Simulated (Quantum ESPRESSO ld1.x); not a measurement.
Valence configurations of C I (all share [He]). Calculated with ld1.x of Quantum ESPRESSO 7.5: non-relativistic Kohn-Sham, LDA (Slater exchange, VWN5 correlation), spin-polarised, spherical densities, point nucleus; open shells are filled with parallel spins first. Energies are relative to 2s2 2p2; eigenvalues in eV for spin up.

valence      E (eV)  moment (Bohr magnetons)   e(2p)    e(2s)
2s2 2p2       0.000                        2  -6.192  -14.457
2s1.5 2p2.5   2.453                        3  -6.614  -14.933
2s1 2p3       4.054                        4  -6.889  -15.250
2p4          16.375                        2  -7.172        -
2s0.5 2p3.5  10.548                        3  -7.227  -15.593

NIST lists [He] 2s2 2p2 as the ground configuration; this level of theory agrees among the configurations tried. The energies are those of spherical high-spin densities, not of single terms.
